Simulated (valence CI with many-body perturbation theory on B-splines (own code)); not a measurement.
# Ho46+: key properties

Computed by relativistic CI+MBPT: three valence electrons over a frozen Dirac-Fock core [Ar], radial functions for each j: 7 s, 7 p, 8 d, 6 f, 4 g, 1 h, with the one-electron correlation potential Σ1, the two-electron term Σ2, the three-electron term Σ3, Breit, model QED; selected CI, second order for the rest, scaled by the run's own slope (own B-spline code, finite nucleus).

The last digits are not significant, and no measured levels were compared; by estimate large intervals hold to a few tenths of a per cent, small ones and those within an open d or f shell to about a per cent. Only levels of the ground parity were solved; by the run's estimate the other parity begins above the list, which can be wrong where configurations are misplaced.

Levels are named by their leading jj configuration (3d3/2^4 stands for four electrons in 3d with j = 3/2), which in mixed levels can hold well under half, so a name can repeat and another be missing.

Rates and lifetimes use the calculated energies. Strong lines usually hold to 10 to 20 %, long lifetimes can be off by a factor of two.

Problem. What is the ground level?

Solution. (3d3/2^3) J=3/2, composition 48 % 3d3 4F + 37 % 3d3 2D + 10 % 3d3 2P, g = 0.693.

Problem. What is the ionisation energy?

Solution. 3880.5 eV; NIST lists 3880 ± 4 eV (theoretical).

Problem. How well does LS coupling describe the low levels?

Solution. Among the lowest 19 levels the leading LS term, summed over configurations, holds 57 % on average. For single configurations the figures are 57 % in LS and 96 % in jj coupling. Terms mix most in the J = 3/2 level at 359550 cm⁻¹, where the leading one holds 39 %.
